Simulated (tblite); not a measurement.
C8H10NP.
SMILES with atom numbers: `[CH2:1]=[C:2]([CH3:3])[PH:4][c:5]1[cH:6][cH:7][n:8][cH:9][cH:10]1` (hydrogens: H11, H12 on C1; H13, H14, H15 on C3; H16 on P4; H17 on C6; H18 on C7; H19 on C9; H20 on C10)

The geometry is computed with GFN2-xTB (gas phase).

(1) What internal coordinates does the optimisation give?

Results:

(1) 
```tsv
bond	length (pm)	order
C1=C2	132.6	double
C2–C3	149.6	single
C2–P4	183.8	single
P4–C5	183.2	single
C5–C6, C5–C10	139.2	aromatic
C6–C7, C9–C10	138.5	aromatic
C7–N8, N8–C9	132.2	aromatic
C1–H11	107.8	single
C1–H12	107.9	single
C3–H13, C3–H14, C3–H15	109.0	single
P4–H16	140.3	single
C6–H17, C10–H20	108.1	single
C7–H18, C9–H19	108.3	single
```

Bonds in one row agree within 1 pm and their mean is given. Orders are formal, as drawn. A selection of angles:
```tsv
angle	degrees
C2–C1–H11	121.5
C2–C1–H12	122.2
H11–C1–H12	116.4
C1–C2–C3	123.9
C1–C2–P4	118.7
C3–C2–P4	117.4
C2–C3–H13	110.4
C2–C3–H15	110.9
H13–C3–H14	107.7
H13–C3–H15	108.9
C2–P4–C5	97.3
C2–P4–H16	95.6
C5–P4–H16	94.0
P4–C5–C6	122.0
P4–C5–C10	120.1
C6–C5–C10	117.9
C5–C6–C7	118.6
C5–C6–H17	120.7
C7–C6–H17	120.8
C6–C7–N8	123.6
C6–C7–H18	120.9
N8–C7–H18	115.5
C7–N8–C9	117.9
C5–C10–H20	120.4
```

Dihedral angles: C1–C2–P4–C5 117° (anticlinal); C2–P4–C5–C6 126° (anticlinal). The mirror-image conformer, all signs reversed, is as good.

N8 (pyridine-type nitrogen) is bent (angle 117.9°). The 6 C–C bonds span 1.326 Å (C1=C2, drawn double) to 1.496 Å (C2–C3, drawn single), a spread of 0.170 Å. Of the pairs four or more bonds apart, C5···H13 is among the closest relative to their van der Waals radii: 2.77 Å, 96 % of the sum of Bondi's values. P4 (phosphine phosphorus) is pyramidal (angles 97.3°, 95.6° and 94.0°, sum 287.0°, 0.86 Å off the plane of its three neighbours). The 6-membered ring C5–C6–C7–N8–C9–C10 has internal angles of 117.9° to 123.6° (sum 720°, against 720° for a flat polygon); it is planar, 0.00 Å rms from its mean plane, widest ring torsion 1°.

Point group: C1 (no symmetry element, even within 0.4 Å). Its GFN2-xTB frequencies are all real (lowest 27 cm⁻¹). One conformer, not necessarily the lowest. 3 starts were optimised and ended at 0.00, 0.04 and 1.93 kcal/mol (GFN2-xTB); the lowest of these is shown.
